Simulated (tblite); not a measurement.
A tight-binding relaxation on `[Cl][Ge@H]1[CH]=C[CH][CH+]1` [radical].

Computed with GFN2-xTB geometry optimisation, gas phase (tblite 0.8.0). Start geometry: from a force field or distance geometry. The command runs a driver script over a list of jobs; the input below is this job's line of settings and its coordinates in Å.

Command:
```bash
OMP_NUM_THREADS=1 python probes_run.py task.json out
```

Input:
```
{"job": {"kind": "relax", "xc": "GFN2-xTB", "basis": "xTB"}, "charge": 1, "multiplicity": 2}
Cl     2.980800     0.091600    -0.963100
Ge     1.307100    -0.220300     0.379800
C      0.090500     1.215200     0.346000
C     -1.100800     0.899800    -0.195800
C     -1.304500    -0.528300    -0.655900
C     -0.044100    -1.289800    -0.415500
H      1.702700    -0.679700     1.814000
H      0.315700     2.220300     0.709200
H     -1.888300     1.624000    -0.274200
H     -2.141100    -0.994900    -0.094300
H      0.087500    -2.335300    -0.676200
```

Task: Estimate the output.

Result: 
```
step      E/eV     max force
  0    -462.76167    5.822
  1    -463.55146    3.109
  2    -463.84690    2.153
  3    -463.95559    0.996
  4    -464.03384    0.796
  5    -464.12048    0.683
  6    -464.15529    0.630
  7    -464.20750    0.519
  8    -464.23784    0.499
  9    -464.26200    0.337
... (31 lines left out)
 41    -464.36464    0.039
 42    -464.36481    0.035
 43    -464.36495    0.030
 44    -464.36507    0.034
 45    -464.36519    0.034
 46    -464.36529    0.028
 47    -464.36537    0.020
 48    -464.36540    0.013
 49    -464.36542    0.011
 50    -464.36543    0.009
```

«max force» is the largest atomic force in eV/Å.

Task: From which step on does the largest force stay under 0.1 eV/Å, and how much energy is left to gain from there?

Result: From step 28 (0.074 eV/Å), 3.3 meV above the end.

Main results: energy lowered by 37.0 kcal/mol over 50 steps; largest atomic force 0.009 eV/Å at the end.

Task: Give the final coordinates.

Result: 0.256 Å rms from the input after alignment:
```
atom  x, y, z in Å
Cl1    3.0395   -0.0328   -0.8651
Ge2    1.4267   -0.2231    0.4189
C3     0.0983    1.3116    0.2798
C4    -1.1238    0.8376   -0.0134
C5    -1.2354   -0.5494   -0.3704
C6    -0.1108   -1.2837   -0.3857
H7     1.7688   -0.6073    1.8374
H8     0.3635    2.3487    0.4085
H9    -2.0079    1.4661    0.0395
H10   -2.2055   -0.9845   -0.5924
H11   -0.0078   -2.2805   -0.7833
```

Hardware: Intel Xeon at 2.70 GHz, one thread, no GPU, shared host with 64 logical CPUs at a one-minute load of 35. Cost: 0.74 s of wall time.
Labels such as C1 count atoms from 1, the log's own numbers from 0.
